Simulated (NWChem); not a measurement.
C3HBFNO; SMILES C#CB(F)N=C=O

```xyz
8

C      1.8071    -2.0559     0.0000
C      0.7529    -1.4556    -0.0005
B     -0.5530    -0.6734     0.0006
F     -1.7148    -1.3187    -0.0020
N     -0.5886     0.7501     0.0046
C      0.0157     1.7974     0.0009
O      0.5167     2.8579    -0.0026
H      2.7300    -2.5930     0.0007
```
Atoms are numbered in this order, from 1.

Computed with NWChem. Medium grid unless said otherwise, to which SCAN and Minnesota functionals are sensitive. Coordinates come from a B3LYP/6-31G* (spherical d) optimisation. B3LYP is NWChem's, with the RPA form of VWN correlation. Total energies of different functionals are on different scales.

| level | energy (Ha) | highest occupied level (eV) | orbital gap (eV) | dipole (D) | relative time |
|---|---|---|---|---|---|
| PBE/def2-TZVP | -369.3775 | -7.41 | 4.51 | 1.77 | 1 |
| B3LYP/def2-TZVP | -369.7967 | -8.46 | 6.24 | 1.92 | 1 |
| PW6B95/def2-TZVP | -370.2323 | -8.80 | 6.81 | 1.94 | 1 |
| CAM-B3LYP/def2-TZVP | -369.6428 | -10.09 | 9.17 | 1.96 | 20 |
| r2SCAN/def2-TZVP | -369.6023 | -7.68 | 5.00 | 1.88 | 1 |

The last column is a rough cost ratio, cheapest run = 1.
